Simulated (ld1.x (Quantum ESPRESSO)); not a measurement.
## Lu (Z = 71) PAW: all-electron and pseudo phase curves

ld1.x (Quantum ESPRESSO) 7.5 input, shortened:

```
&input
   title='Lu', zed=71., rel=0, dft='PZ', iswitch=3,
   config='[Xe] 4f14 5d1 6s1.5 6p0'
 /
 &inputp
   pseudotype=3, lpaw=.true., tm=.true., lloc=-2, rcloc=3.40,
   nlcc=.true., new_core_ps=.true.,
   which_augfun='BESSEL', rmatch_augfun=0.85
 /
8
5S  1  0   2.00   0.00  1.85  2.25  0.0
6S  2  0   1.50   0.00  1.85  2.25  0.0
5P  2  1   6.00   0.00  2.20  2.75  0.0
6P  3  1   0.00   0.00  2.20  2.75  0.0
5D  3  2   1.00   0.00  3.15  3.45  0.0
5D  3  2   0.00   0.35  3.15  3.45  0.0
4F  4  3  14.00   0.00  0.85  1.05  0.0
4F  4  3   0.00   3.15  0.85  1.05  0.0
 &test
   configts(1)='4f14 5s2 5p6 5d1 6s1.5 6p0'
 /
```

The phase is arctan(r·u′/u) with u = r·R(r), unwrapped; energies in Ry, scanned from -6 to 5 Ry. A pole is an energy at which the radial function vanishes at the test radius. The pseudo phase is shifted by a multiple of π to meet the all-electron one at the reference energy, and phase errors are pseudo minus all-electron; the curves can meet again beyond the range given. Levels narrower than the energy grid can be missing from the lists of poles. n/a: not evaluated, since a narrow level or a reset projector energy made the automatic matching unsafe.

Question: For each channel, where are the poles, and over which energies does the pseudopotential scatter like the atom?

Answer:

| channel | radius (bohr) | reference energy (Ry) | poles, all-electron | poles, pseudo | unbroken range about the reference energy with phases within 0.05 rad | phase error 1 Ry above the reference energy (rad) |
| --- | --- | --- | --- | --- | --- | --- |
| s | 3.74 | -0.50 | 0.41, 4.79 | 0.41, 4.85 | n/a | n/a |
| p | 3.74 | -0.27 | -2.44, 1.11 | -2.44, 1.11 | below 2.8 | +0.001 |
| d | 3.74 | -0.42 | -0.21, 2.63 | -0.21, 2.64 | below 4.2 | -0.000 |
| f | 3.74 | -1.36 | 1.79 | 1.83 | below 0.4 | +0.004 |

Phases in the d channel:

| E (Ry) | all-electron | pseudo |
| --- | --- | --- |
| -6.00 | 1.459 | 1.459 |
| -5.74 | 1.456 | 1.456 |
| -5.48 | 1.453 | 1.453 |
| -5.22 | 1.450 | 1.450 |
| -4.96 | 1.447 | 1.447 |
| -4.70 | 1.444 | 1.443 |
| -4.44 | 1.440 | 1.439 |
| -4.18 | 1.435 | 1.435 |
| -3.92 | 1.430 | 1.430 |
| -3.66 | 1.425 | 1.425 |
| -3.40 | 1.419 | 1.419 |
| -3.14 | 1.412 | 1.412 |
| -2.88 | 1.404 | 1.404 |
| -2.62 | 1.395 | 1.395 |
| -2.36 | 1.384 | 1.384 |
| -2.10 | 1.370 | 1.370 |
| -1.84 | 1.353 | 1.353 |
| -1.58 | 1.330 | 1.330 |
| -1.32 | 1.296 | 1.296 |
| -1.06 | 1.239 | 1.239 |
| -0.80 | 1.108 | 1.107 |
| -0.54 | 0.275 | 0.275 |
| -0.28 | -1.485 | -1.485 |
| -0.02 | -1.714 | -1.714 |
| 0.24 | -1.843 | -1.843 |
| 0.50 | -2.008 | -2.008 |
| 0.76 | -2.368 | -2.369 |
| 1.02 | -3.354 | -3.357 |
| 1.28 | -4.157 | -4.159 |
| 1.54 | -4.428 | -4.430 |
| 1.80 | -4.550 | -4.551 |
| 2.06 | -4.620 | -4.620 |
| 2.32 | -4.668 | -4.668 |
| 2.58 | -4.706 | -4.705 |
| 2.84 | -4.738 | -4.737 |
| 3.10 | -4.769 | -4.766 |
| 3.36 | -4.801 | -4.796 |
| 3.62 | -4.840 | -4.830 |
| 3.88 | -4.892 | -4.872 |
| 4.14 | -4.974 | -4.932 |
| 4.40 | -5.139 | -5.028 |
| 4.66 | -5.634 | -5.225 |
| 4.92 | -6.880 | -5.775 |
